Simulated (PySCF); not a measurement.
Compound: CH3Cl3SSi.
Geometry (PBE0-D3(BJ)/def2-SVP, Å), atoms numbered from 1 in this order:
```
atom  x, y, z in Å
S1     1.683   -0.080   -0.445
Si2   -0.010    0.163    0.822
C3    -1.601    0.483   -0.210
Cl4   -2.950    0.669    0.941
Cl5   -1.896   -0.934   -1.256
Cl6   -1.433    1.943   -1.196
H7     1.198   -1.199   -1.028
H8    -0.304   -1.046    1.637
H9     0.240    1.368    1.654
```

Jobs on this species (9 atoms, 90 electrons) with PySCF (density fitting). Hardware of each: one thread, Arm Neoverse V2 (aarch64), no GPU (shared host). The host was shared with other jobs, so the times are rough. Peak memory is the resident size of the whole Python process, interpreter and libraries included.

```tsv
level and settings	work	basis functions	SCF cycles	wall time	peak memory
delta-SCF UKS PBE0, pcX-2 on the ionised atom, pcseg-1 elsewhere, spin-free X2C	ΔSCF core ionisation, 7 holes	161	?	?	?
delta-SCF UKS SCAN, def2-TZVP on the ionised atom, pcseg-1 elsewhere, spin-free X2C	ΔSCF core ionisation, 7 holes	138	?	?	?
delta-SCF UKS SCAN, pcX-2 on the ionised atom, pcseg-1 elsewhere, non-relativistic	ΔSCF core ionisation, 7 holes	161	104	28 s	0.60 GiB
delta-SCF UKS B3LYP, pcX-2 on the ionised atom, pcseg-1 elsewhere, spin-free X2C	ΔSCF core ionisation, 7 holes	161	93	49 s	0.69 GiB
delta-SCF UKS HF, pcX-2 on the ionised atom, pcseg-1 elsewhere, spin-free X2C	ΔSCF core ionisation, 7 holes	161	89	36 s	0.67 GiB
delta-SCF UKS SCAN, pcX-2 on the ionised atom, pcseg-1 elsewhere, spin-free X2C	ΔSCF core ionisation, 7 holes	161	107	28 s	0.56 GiB
delta-SCF UKS PBE, pcX-2 on the ionised atom, pcseg-1 elsewhere, spin-free X2C	ΔSCF core ionisation, 7 holes	161	104	19 s	0.55 GiB
delta-SCF UKS SCAN, pcX-1 on the ionised atom, pcseg-1 elsewhere, spin-free X2C	ΔSCF core ionisation, 7 holes	141	102	23 s	0.46 GiB
PBE0-D3(BJ)/def2-SVP, grid level 1	geometry optimisation from a GFN2-xTB start shaken at random	119	61	48 s	0.53 GiB
```

Fill in the missing figures.

- delta-SCF UKS PBE0, pcX-2 on the ionised atom, pcseg-1 elsewhere, spin-free X2C; ΔSCF core ionisation, 7 holes: 49 s, 0.73 GiB, 92 SCF cycles
- delta-SCF UKS SCAN, def2-TZVP on the ionised atom, pcseg-1 elsewhere, spin-free X2C; ΔSCF core ionisation, 7 holes: 26 s, 0.46 GiB, 103 SCF cycles

What do all jobs in the table cost together?

About 5.1 min; the longest takes about 16 % of that, and about 2.6 times as long as the shortest.
